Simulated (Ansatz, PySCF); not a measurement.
This Ansatz (a program for electronic structure) input computes a B3LYP/def2-TZVPD energy:

Ansatz 0.2 input:
```yaml
crystal:
  periodic: [false, false, false]
  atoms:
    - {symbol: C, position_ang: [-1.50786671, 0.27561986, 0.32171197]}
    - {symbol: C, position_ang: [-0.60756637, -0.99389850, 0.24473001]}
    - {symbol: C, position_ang: [0.56765462, -0.06248254, 0.12437862]}
    - {symbol: C, position_ang: [-0.29290237, 1.14793440, -0.11540677]}
    - {symbol: N, position_ang: [1.77998242, -0.34542982, -0.49913419]}
    - {symbol: H, position_ang: [-1.84526354, 0.49527743, 1.33328089]}
    - {symbol: H, position_ang: [-2.36519482, 0.28883625, -0.34876381]}
    - {symbol: H, position_ang: [-0.78966714, -1.58609173, -0.66378230]}
    - {symbol: H, position_ang: [-0.63863539, -1.67466067, 1.10034406]}
    - {symbol: H, position_ang: [-0.09190223, 2.04680438, 0.47460129]}
    - {symbol: H, position_ang: [-0.34453028, 1.44383475, -1.17324687]}
    - {symbol: H, position_ang: [2.21042858, -1.21136880, -0.20398005]}
    - {symbol: H, position_ang: [2.44897288, 0.41233787, -0.47699691]}
basis:
  gaussian:
    orbitals: def2-TZVPD
hamiltonian:
  xc: {name: B3LYP}
magnetization: {spin_polarized: true, initial_magnetization: 1}
output: {forces: true}
```

Question: Write an input for the same energy in PySCF and say what it gives.

Answer: 
```python
from pyscf import gto, scf, dft

mol = gto.M(
    atom='''
    C    -1.50786671    0.27561986    0.32171197
    C    -0.60756637   -0.99389850    0.24473001
    C     0.56765462   -0.06248254    0.12437862
    C    -0.29290237    1.14793440   -0.11540677
    N     1.77998242   -0.34542982   -0.49913419
    H    -1.84526354    0.49527743    1.33328089
    H    -2.36519482    0.28883625   -0.34876381
    H    -0.78966714   -1.58609173   -0.66378230
    H    -0.63863539   -1.67466067    1.10034406
    H    -0.09190223    2.04680438    0.47460129
    H    -0.34453028    1.44383475   -1.17324687
    H     2.21042858   -1.21136880   -0.20398005
    H     2.44897288    0.41233787   -0.47699691
    ''',
    basis='def2-tzvpd',
    charge=0,
    spin=1,
    verbose=4,
)

mf = dft.UKS(mol, xc='b3lyp').density_fit(auxbasis='def2-universal-jkfit')
mf.grids.level = 3
mf.conv_tol = 1e-9
mf.max_cycle = 100
mf.max_memory = 1500
mf.kernel()
if not mf.converged:
    mf = mf.newton()
    mf.kernel(mf.make_rdm1())
for _ in range(2):
    mo, _, stable, _ = mf.stability(return_status=True)
    if stable:
        break
    mf.kernel(mf.make_rdm1(mo, mf.mo_occ))
mf.analyze()
```
It gives -211.99591 Eh, and Ansatz -211.99579 Eh, a difference of 0.12 mEh, from the treatment of integrals and grids.

It need not be the lowest isomer of its formula.
